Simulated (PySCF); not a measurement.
## Working out the ionisation energy of V²⁺

V²⁺ [Ar] 3d3 (4F) → V³⁺ [Ar] 3d2 (3F). Calculation: PySCF 2.14, in x2c-TZVPPall with one added diffuse shell each of s, p, d, f type (7s6p5d3f1g, 80 functions); scalar relativity by spin-free X2C-1e. Frozen: [Ar]. Energies in hartree (1 hartree = 27.21139 eV):

```json
{"part": "UHF", "V²⁺ (lower)": "-947.423044", "V³⁺ (upper)": "-946.388225"}
{"part": "CCSD correlation", "V²⁺ (lower)": "-0.020839", "V³⁺ (upper)": "-0.004986"}
{"part": "(T)", "V²⁺ (lower)": "-0.000088", "V³⁺ (upper)": "0.000000"}
```

Question: What does Hartree-Fock give?

Answer: (-946.388225) − (-947.423044) = 1.034819 hartree = 28.159 eV.

Question: What do CCSD and CCSD(T) give?

Answer: The CCSD correlation energies differ by 0.015853 hartree = 0.431 eV and the triples by 0.000088 hartree = 0.002 eV, so CCSD gives 28.590 eV and CCSD(T) 28.592 eV.

Reference: 29.311 eV (measured; NIST Atomic Spectra Database, ionization energies), between the lowest levels; spin-orbit coupling is absent from the calculation.

What remains against the reference includes basis incompleteness, the frozen core and higher excitations.
